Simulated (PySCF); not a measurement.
# Computed records: BClGeH4N

Computed with PySCF 2.14.0. Calculation on a computer-drawn molecule: the log of a Hartree-Fock and frozen-core CCSD(T) single point meant for a local Hartree-Fock minimum, with one planted fault or none, to be diagnosed. Offsets are logged minus clean, where the clean run is the same molecule without the fault. The reference is restricted for singlets and unrestricted otherwise, and also for a bond in bohr or an excited solution. Adding or removing an electron swaps singlet and doublet. The excited solution moves the top pair (singlet) or top alpha electron (doublet) to the lowest empty orbital. Highest occupied and lowest empty are orbital energies over both spins, largest force is the largest gradient component, triples share is (T) over the correlation energy, the T1 limit is 0.02 restricted and 0.045 unrestricted, electrons count all cores, a negative frequency is imaginary (commonest isotopes), and the dipole is about the centre of nuclear charge; on germanium a core potential holds 10 electrons, which the energies leave out, and 3d is frozen in MP2 and coupled-cluster steps.

BClGeH4N

Logged structure:
```xyz
8
BClGeH4N
N     -1.4894     1.4211     0.8822
B     -1.8865     0.2711     0.2495
Ge    -1.0287    -0.5461    -1.4406
Cl     0.6509     0.7589    -2.0603
H     -0.7195     1.9796     0.5617
H     -1.9365     1.7806     1.7020
H     -1.9572    -0.5946    -2.6515
H     -0.3997    -1.9196    -1.2201
```

- meant charge: 0
- meant multiplicity: 2
- meant basis: cc-pV(D+d)Z
- meant basis and core potential on germanium: cc-pVDZ-PP ECP10MDF
- logged electrons: 65
- logged basis functions: 94
- logged SCF converged: yes
- logged spin squared: 3.7724
- logged highest occupied: -6.4172 eV
- logged lowest empty: -0.89799 eV
- logged largest force: 0.15439 hartree/bohr
- logged T1 diagnostic: 0.013114
- logged D1 diagnostic: 0.045788
- logged triples share: 0.023116
- logged CC converged: yes
- logged dipole magnitude: 6.4409 debye
- logged SCF stable within its kind: yes
- logged energy HF: -834.2008 hartree
- logged energy CCSD(T): -834.68614 hartree
- possible faults: no fault, one electron removed, one electron added, multiplicity raised by two, geometry at a saddle point, SCF held on an excited solution, minimal basis STO-3G, one bond length entered in bohr, all coordinates scaled
- planted fault: withheld

Drawn bonds:
| atom | other atom | order |
| --- | --- | --- |
| 1 | 2 | 1 |
| 2 | 3 | 1 |
| 3 | 4 | 1 |
| 1 | 5 | 1 |
| 1 | 6 | 1 |
| 3 | 7 | 1 |
| 3 | 8 | 1 |

## Withheld values
1. Which fault was planted in the run of BClGeH4N?

Calculated values
1. multiplicity raised by two

Further results for BClGeH4N:

* HF energy offset from clean run: 113.2 kcal/mol
* CCSD(T) energy offset from clean run: 137.3 kcal/mol
